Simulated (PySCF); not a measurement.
# Bond curve of K₂

Set-up: K pcseg-2; no relativity (PySCF 2.14). Energies in eV from K + K in their ground configurations at the same level. All curves are PBE0. state 1: ¹Σg⁺ (singlet), closed shell; state 2: ³Σu⁺ (triplet), unpaired electrons σ ↑↑, a second solution, started from another occupation; state 3: ³Πu (triplet), unpaired electrons σ ↑, π ↑, a second solution, started from another occupation; state 4: Ms = 0 determinant of mixed spin (⟨S²⟩ near 1.0), unpaired electrons σ ↑, π ↓, a second solution, started from another occupation.

```
R (Å)  state 1  state 2  state 3  state 4
3.445  -0.3810   0.4229   0.7681   1.1784
3.605  -0.4457   0.3158   0.7284   1.1274
3.766  -0.4846   0.2293   0.7112   1.0986
3.886  -0.4996   0.1761   0.7105   1.0892
4.006  -0.5043   0.1316   0.7187   1.0888
4.126  -0.5003   0.0948   0.7344   1.0960
4.286  -0.4837   0.0558   0.7648   1.1153
4.487  -0.4491   0.0205   0.8146   1.1518
4.727  -0.3934  -0.0069   0.8865   1.2086
5.048  -0.3177  -0.0256   0.9939   1.2975
```

**Question.** Put a parabola through the three lowest points of the state 1 curve and estimate Re, k and ωe (reduced mass 19.48 u; 1 eV/Å² = 0.16022 mdyn/Å; ωe = 1302.8·√(k/μ) cm⁻¹).

**Answer.** Through R = 3.886, 4.006, 4.126 Å the second-order coefficient is 0.302 eV/Å², so Re ≈ 4.011 Å, k ≈ 0.0968 mdyn/Å and ωe ≈ 92 cm⁻¹. A polynomial fit of higher order to the unrounded PBE0 energies gives Re = 4.007 Å, k = 0.0966 mdyn/Å, ωe = 91.8 cm⁻¹; anharmonicity and rounding make the difference.

The higher-order fit for each curve: state 1: Re = 4.007 Å, ωe = 91.8 cm⁻¹, De = 0.50 eV; state 2: Re = 5.450 Å, ωe = 28.1 cm⁻¹, minimum 0.032 eV below the ground-state fragments; state 3: Re = 3.833 Å, ωe = 95.6 cm⁻¹, minimum 0.71 eV above the ground-state fragments; state 4: Re = 3.951 Å, ωe = 88.9 cm⁻¹, minimum 1.09 eV above the ground-state fragments.

Closed-shell solutions of metal pairs were not tested for spin polarisation, which can lower them a little. ⟨S²⟩ of the unrestricted solution departs from its pure value on part of the curve, where spin states mix. Counting both spins, an empty level lies below a filled one in some of these solutions, because spin and occupation are held.
